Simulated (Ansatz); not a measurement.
Correlation energies of ClH2NOSW, SMILES `[NH2][W](=[O])(=[S])[Cl]` by basis set

| atom | x (Å) | y (Å) | z (Å) |
| --- | --- | --- | --- |
| N1 | 0.566 | 0.540 | -0.938 |
| W2 | -0.338 | -0.243 | 0.564 |
| O3 | -1.224 | 0.992 | 1.312 |
| S4 | -1.631 | -1.777 | -0.157 |
| Cl5 | 1.151 | -1.103 | 2.045 |
| H6 | 0.753 | 0.057 | -1.805 |
| H7 | 0.723 | 1.534 | -1.020 |

The species carries charge 0 and has multiplicity 1. Correlated methods include outer-core shells of W, which these sets cover unevenly. W: def2 effective core potential. The geometry is a stationary point of PBE0-D4/def2-TZVP. It is one conformer, not always the lowest. Frozen core, restricted reference, the Gaussian-basis code of Ansatz.

```tsv
basis	HF (Eh)	MP2 corr.	CCSD corr.	(T)	CCSD(T) total
def2-SVP	-1053.64923	-1.02293	-0.98351	-0.05124	-1054.68398
def2-TZVPP	-1054.14510	-1.33932	-1.29637	-0.08030	-1055.52177
def2-QZVPP	-1054.17604	-1.46619	–	–	–
```
